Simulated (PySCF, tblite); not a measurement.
C4H8SSi.
Z-matrix (Å and degrees, GFN2-xTB geometry), rows numbered from 1:
```
C 
C   1  1.3253
C   2  1.4596  1  124.84
C   3  1.5499  2  117.93  1  -150.88
Si  4  1.8729  3   66.79  2  -112.57
S   5  2.1480  3  118.56  4   105.32
H   1  1.0758  2  121.95  3  -179.25
H   1  1.0777  2  121.68  3     0.56
H   2  1.0829  1  119.93  3   179.17
H   3  1.0859  2  112.90  1   -12.76
H   4  1.0810  3  114.57  5   113.35
H   4  1.0820  3  115.55  5  -115.32
H   5  1.4423  3  124.43  4  -108.31
H   6  1.3244  5   96.48  3    -9.33
```

Computed with PBE0/def2-SVPD in PySCF (dipole) on a GFN2-xTB geometry, gas phase.

Masses are those of the commonest isotopes; rigid-rotor values at the optimised geometry. The values belong to one conformer with, in the numbering `[CH2:1]=[CH:2][C@@H:3]1[CH2:4][Si@H:5]1[SH:6]`, C1–C2–C3–C4 -151°, C4–Si5–S6–H 47°.

Task: Give the principal moments of inertia and the rotational constants in GHz.

Result: Ia = 93.24, Ib = 462.74, Ic = 499.43 u·Å²; 505379 MHz·u·Å²/I gives 5420, 1092 and 1012 MHz, that is A = 5.4199, B = 1.0921, C = 1.0119 GHz.

Task: Classify the top.

Result: A near-prolate asymmetric top; Ray's κ = -0.964.

Task: What does the inertial defect say?

Result: Not planar: Δ = Ic − Ia − Ib = -56.55 u·Å². For a rigid frame Δ = −2 Σ m c², so Σ m c² = 28.28 u·Å² lies off the ab plane: 11.98 from hydrogen and 16.29 from heavier atoms. The atom farthest from that plane is 2.01 Å away.

Task: Give the other two planar moments, Paa and Pbb, and the rms extents of the mass along the axes.

Result: Paa = Σ m a² = (Ib + Ic − Ia)/2 = 434.46 and Pbb = Σ m b² = (Ia + Ic − Ib)/2 = 64.97 u·Å². With the mass M = 116.01 u, the rms extents √(P/M) along a, b and c are 1.94, 0.75, 0.49 Å.

Task: Give the coordinates in the principal-axis frame, origin at the centre of mass.

Result: The sense of each axis is arbitrary; atoms in the order of the calculation.
```
atom  mass (u)   a (Å)   b (Å)   c (Å)
  C1    12.000  -3.217   0.976  -0.063
  C2    12.000  -2.312   0.052   0.224
  C3    12.000  -1.020  -0.086  -0.443
  C4    12.000  -0.394  -1.502  -0.526
 Si5    27.977   0.569  -0.332   0.575
  S6    31.972   2.396   0.533  -0.149
  H7     1.008  -4.151   1.042   0.467
  H8     1.008  -3.055   1.704  -0.841
  H9     1.008  -2.502  -0.664   1.014
 H10     1.008  -0.949   0.503  -1.352
 H11     1.008  -0.993  -2.285  -0.082
 H12     1.008  -0.028  -1.793  -1.502
 H13     1.008   0.611  -0.409   2.015
 H14     1.008   1.932   0.890  -1.337
```

Task: Where do the levels up to J = 5 lie, in cm⁻¹?

Result: Above 0(0,0):
J = 1: 1(0,1) 0.0702, 1(1,1) 0.2145, 1(1,0) 0.2172
J = 2: 2(0,2) 0.2105, 2(1,2) 0.3522, 2(1,1) 0.3603, 2(2,1) 0.7933, 2(2,0) 0.7934
J = 3: 3(0,3) 0.4209, 3(1,3) 0.5587, 3(1,2) 0.5748, 3(2,2) 1.0039, 3(2,1) 1.0041, 3(3,1) 1.7324, 3(3,0) 1.7324
J = 4: 4(0,4) 0.7013, 4(1,4) 0.8341, 4(1,3) 0.8608, 4(2,3) 1.2846, 4(2,2) 1.2852, 4(3,2) 2.0132, 4(3,1) 2.0132, 4(4,1) 3.0330, 4(4,0) 3.0330
J = 5: 5(0,5) 1.0515, 5(1,5) 1.1781, 5(1,4) 1.2183, 5(2,4) 1.6354, 5(2,3) 1.6367, 5(3,3) 2.3643, 5(3,2) 2.3643, 5(4,2) 3.3840, 5(4,1) 3.3840, 5(5,1) 4.6952, 5(5,0) 4.6952

Task: Predict some low-J microwave lines.

Result: The dipole components are |μa| = 0.46 D, |μb| = 0.41 D, |μc| = 0.34 D. Intensities carry the squares of the components, which stand as 1.00 : 0.82 : 0.55 (a : b : c). Some lines, for components of 0.1 D or more:

```csv
type,branch,"J(Ka,Kc)",MHz,lower level (cm⁻¹)
a,R,"1(0,1) ← 0(0,0)",2104,0.000
a,R,"2(1,2) ← 1(1,1)",4128,0.215
a,R,"2(0,2) ← 1(0,1)",4207,0.070
c,Q,"2(1,2) ← 2(0,2)",4249,0.211
a,R,"2(1,1) ← 1(1,0)",4288,0.217
c,Q,"1(1,1) ← 1(0,1)",4328,0.070
b,Q,"2(1,1) ← 2(0,2)",4489,0.211
a,R,"3(1,3) ← 2(1,2)",6191,0.352
a,R,"3(2,2) ← 2(2,1)",6312,0.793
a,R,"3(2,1) ← 2(2,0)",6317,0.793
b,R,"1(1,1) ← 0(0,0)",6432,0.000
c,R,"2(1,1) ← 1(0,1)",8696,0.070
c,R,"3(1,2) ← 2(0,2)",10921,0.211
c,Q,"3(2,2) ← 3(1,2)",12864,0.575
b,Q,"3(2,2) ← 3(1,3)",13345,0.559
c,R,"2(2,0) ← 1(1,0)",17273,0.217
b,R,"2(2,0) ← 1(1,1)",17353,0.215
b,R,"3(2,2) ← 2(1,1)",19296,0.360
b,R,"3(2,1) ← 2(1,2)",19542,0.352
c,Q,"3(3,1) ← 3(2,1)",21835,1.004
b,Q,"3(3,0) ← 3(2,1)",21835,1.004
c,R,"3(3,1) ← 2(2,1)",28152,0.793
```

Task: Estimate the classical rotational partition function at 50 K, 298.15 K and 500 K.

Result: Point group C1, symmetry number σ = 1; q = (√π/σ)·√((kT/h)³/(ABC)), k/h = 20836.6 MHz/K: 24400 at 50 K, 355000 at 298.15 K, 770000 at 500 K.

Its GFN2-xTB frequencies are all real (lowest 19 cm⁻¹). Constants of a rigid frame at the computed geometry: no zero-point averaging, no centrifugal distortion.
